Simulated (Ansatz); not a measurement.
`COC(F)F` + H₂Te → `COC(F)[TeH]` + H–F at 400 K and 1 bar (substitution at a C–F bond).

Computed with Ansatz on PBE0-D4/def2-TZVP structures; ΔE is electronic, products minus reactants. CCSD(T)/CBS is the MP2 limit (def2-TZVPP, def2-QZVPP) plus CCSD(T) − MP2 in def2-TZVPP, frozen cores. This one scheme is used for every species. def2 core potentials past Kr. For Te outer-core shells are correlated without core-valence functions, which leaves a few kJ/mol of doubt a bond. Each species was taken in one conformer, which may not be the lowest.

```tsv
species	CCSD(T)/CBS energy (Eh)	H − E (kJ/mol)	S (J/(mol·K))
`COC(F)F`	-353.25678	197.7	333.9
H₂Te	-268.91024	45.0	239.1
`COC(F)[TeH]`	-521.76601	212.4	391.4
H–F	-100.39570	36.5	182.2
```

H − E and S are ideal-gas, rigid-rotor, harmonic terms from PBE0-D4/def2-TZVP, for one conformer and one mirror image of each species. 1 Eh = 2625.50 kJ/mol, R = 8.31446 J/(mol·K).

Problem. By hand: ΔE, ΔH, ΔS and ΔG.

Solution. ΔE = (-521.76601) + (-100.39570) − (-353.25678) − (-268.91024) = 0.00531 Eh = 13.9 kJ/mol. Δ(H − E) = 212.4 + 36.5 − 197.7 − 45.0 = 6.2, so ΔH = 20.1 kJ/mol. ΔS = 391.4 + 182.2 − 333.9 − 239.1 = 0.6 J/(mol·K). ΔG = 20.1 − 400 × (0.6)/1000 = 19.9 kJ/mol.

Problem. By hand: the equilibrium constant, and the temperature at which ΔG would vanish if ΔH and ΔS stayed fixed.

Solution. log₁₀ K = −ΔG/(RT ln 10) = -2.6. ΔG = 0 at ΔH/ΔS = 33500 K, far beyond where these terms or the molecules hold.

The number of gas molecules stays the same, so ΔS is small and ΔH decides. A doubt of 5 kJ/mol in ΔE shifts log₁₀ K by 0.7 here. Other conformers and mirror images would add mixing entropy, several J/(mol·K) or more a flexible species. These are equilibria of isolated gas molecules and say nothing of rates. Largest T1 diagnostic: 0.012 (customary marks: 0.02 for closed shells, 0.045 for open ones).
